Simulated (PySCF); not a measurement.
Vertical excitations of a molecule C4H5ClSi from TDDFT-PBE/def2-SVPD (PySCF 2.14.0), as energy in eV (oscillator strength): 5.20 (0.000), 5.33 (0.016), 5.52 (0.008), 5.67 (0.043), 5.81 (0.001), 5.92 (0.008), 6.00 (0.000), 6.15 (0.012), 6.19 (0.014), 6.32 (0.013). Lowest triplet (TDA): 4.23 eV. The structure is a stationary point at B3LYP-D3(BJ)/def2-SVP. One conformer was computed; it need not be the lowest.

Question: Which molecule gave these data?
A. C#C[SiH2]C(=C)Cl
B. C#C[Si@H](Cl)C=C
C. [SiH3]C#C/C=C\Cl
D. C#C/C=C\[SiH2]Cl

Answer: B, C#C[Si@H](Cl)C=C
